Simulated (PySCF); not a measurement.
**Exercise with solution: entropy of an ideal gas**

SeFCl, SMILES F[Se]Cl.

Coordinates come from a r2SCAN-D4/def2-TZVP optimisation.

r2SCAN-D4/def2-TZVP run with PySCF gives the harmonic wavenumbers 210, 427, 662 cm⁻¹ and the rotational temperatures 0.5974, 0.1798, 0.1382 K. The molar mass is 133.42 g/mol, the symmetry number 1, the spin multiplicity 1.

Work out the entropy at 298.15 K and 1 atm in the rigid-rotor, harmonic-oscillator model.


Translation (Sackur–Tetrode at 1 atm): S = R[1.5 ln M + 2.5 ln T − 1.16487] = 169.8 J/(mol K).
Rotation: q = (√π/σ) T^1.5/√(θA θB θC) = 74900, S = R[ln q + 3/2] = 105.8 J/(mol K).
Vibration: with u = 1.4388 ν/T, each mode gives R[u/(e^u − 1) − ln(1 − e^−u)]:
```tsv
ν (cm⁻¹)	modes	u	S (J/(mol K))
210	1	1.01	8.55
427	1	2.06	3.63
662	1	3.19	1.48
```
These are all the modes. Sum 13.7 J/(mol K).
Spin: R ln 1 = 0.0 J/(mol K).
Total 289.2 J/(mol K); the program's own thermochemistry gives 289.2. Translation makes up 59 % and vibration 5 %. Anharmonicity, hindered rotation and orbital degeneracy are left out.
